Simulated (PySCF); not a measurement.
# How methods differ on the excitation energy of Sn

Sn [Kr] 4d10 5s2 5p2 (3P) → Sn [Kr] 4d10 5s2 5p1 6s1 (3P), as a difference of total energies. Computed with PySCF 2.14 in dyall-av2z (22s16p12d, 130 functions), with the non-relativistic Hamiltonian (point nucleus). Correlated levels: valence: [Kr] 4d10 frozen; virtual orbitals above 40 to 60 times the deepest correlated orbital energy dropped. The calculations carry no spin-orbit coupling.

```
           method  excitation energy (eV)  difference from reference (eV)
              UHF                   4.369                          +0.094
    MP2 (valence)                   4.391                          +0.116
SCS-MP2 (valence)                   4.378                          +0.103
   CCSD (valence)                   4.391                          +0.116
CCSD(T) (valence)                   4.386                          +0.111
```

Reference: 4.275 eV (measured; NIST levels, between the centres of gravity of the two terms).

These non-relativistic numbers lack the scalar-relativistic shift.

The promoted electron is Rydberg-like, and one or two diffuse shells describe it only roughly, which tends to raise the upper state.
